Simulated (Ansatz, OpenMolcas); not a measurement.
**From Ansatz to OpenMolcas**

This Ansatz 0.2.0 job computes doublet HfHCl3O+:

run.yaml:
```yaml
crystal:
  periodic: [false, false, false]
  atoms:
    - {symbol: Cl, position_ang: [0.876760, -0.101050, -2.336560]}
    - {symbol: Hf, position_ang: [-0.022850, -0.350510, -0.194310]}
    - {symbol: Cl, position_ang: [-2.262380, -0.999350, -0.349730]}
    - {symbol: Cl, position_ang: [1.185990, -1.965090, 0.985740]}
    - {symbol: O, position_ang: [0.084060, 1.291990, 0.717110]}
    - {symbol: H, position_ang: [0.138420, 2.124020, 1.177740]}
basis:
  gaussian: {orbitals: def2-SVP}
total_charge: 1
magnetization: {spin_polarized: true, initial_magnetization: 1}
hamiltonian: {xc: {name: BHLYP}}
accuracy: high
output: {orbitals: {seedname: orbitals}}
```

```bash
$ ansatz run run.yaml --threads 1 --pin off --max-ram 3480MiB --events-out events.jsonl --progress --plain --runs-dir runs
```

The shape is that of a PBE0-D4/def2-TZVP optimisation. That shape belongs to the parent species and isn't relaxed for this state.

It gives a total energy of -1503.704164 Eh.

Task: Translate the job to OpenMolcas 26.06 as an input file of the program's own.

Result: One way, which was run:

calc.inp:
```
&GATEWAY
BasLib=$CurrDir
BasisSet
Cl.def2-SVP....
Cl1 0.876760 -0.101050 -2.336560 angstrom
Cl3 -2.262380 -0.999350 -0.349730 angstrom
Cl4 1.185990 -1.965090 0.985740 angstrom
End of Basis
BasisSet
Hf.def2-SVP....
Hf2 -0.022850 -0.350510 -0.194310 angstrom
End of Basis
BasisSet
O.def2-SVP....
O5 0.084060 1.291990 0.717110 angstrom
End of Basis
BasisSet
H.def2-SVP....
H6 0.138420 2.124020 1.177740 angstrom
End of Basis
&SEWARD
GridInput
Grid=UltraFine
End of Grid
&SCF
UHF
Charge=1
Spin=2
KSDFT=HYB_GGA_XC_BHANDHLYP
Thresholds=1e-10 1e-07 1e-07 1e-05
PrOrbitals=1 2
```

```bash
$ export MOLCAS_MEM=1860
$ pymolcas calc.inp > calc.log
```

(Basis files named in the input come from the Basis Set Exchange and aren't shown.)

Its energy is -1503.704164 Eh, the same as the first but for the last digit, at most.
